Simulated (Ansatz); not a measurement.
Z-matrix (Å, degrees):
```
Si
C 1 1.907
H 1 1.486 2 106.1
H 1 1.483 2 108.9 3 -117.2
H 1 1.481 2 110.9 3 119.6
N 2 1.269 1 127.4 3 -148.9
H 2 1.096 1 117.3 3 32.0
C 6 1.390 2 120.9 1 -4.5
O 8 1.203 6 124.3 2 -53.8
H 8 1.104 6 112.7 2 130.8
```

Total charge 0; spin multiplicity 1.

**Question.** List the r2SCAN/def2-TZVPP orbital energies in eV (Ansatz 0.2.0). (Estimate.)

**Answer.** Ansatz gave: Occupied: -1791.35, -515.93, -386.34, -276.17, -275.05, -141.84, -96.70, -96.68, -96.68, -28.19, -24.85, -18.38, -15.15, -14.05, -12.46, -11.92, -11.34, -9.99, -9.55, -9.10, -8.60, -7.42, -6.38. Lowest empty: -3.03, -1.15, 0.25, 0.72, 1.20, 1.54, 2.19, 2.67.
